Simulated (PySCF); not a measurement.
BBr2, multiplicity 2. Atoms are numbered in the order given.

```xyz
3

Br     0.0000    -1.6871    -0.0566
B      0.0000     0.0000     0.7927
Br     0.0000     1.6871    -0.0566
```
Charge 0, spin multiplicity 2.

Geometry optimised at B3LYP-D3(BJ)/def2-TZVP. The isomer is the one that the SMILES or the coordinates give; other isomers of the formula were not compared.

These are ωB97X/def2-TZVPD run with PySCF values and carry that method's errors.

Mulliken values depend strongly on the basis, most of all with diffuse functions as here. ESP charges are fitted to the potential on shells at 1.4 to 2.0 van der Waals radii. Atomic charges (e):

| atom | Mulliken | meta-Löwdin | ESP fit | Mulliken spin |
|---|---|---|---|---|
| Br1 | -0.14 | 0.01 | 0.04 | 0.07 |
| B2 | 0.28 | -0.03 | -0.07 | 0.87 |
| Br3 | -0.14 | 0.01 | 0.04 | 0.07 |
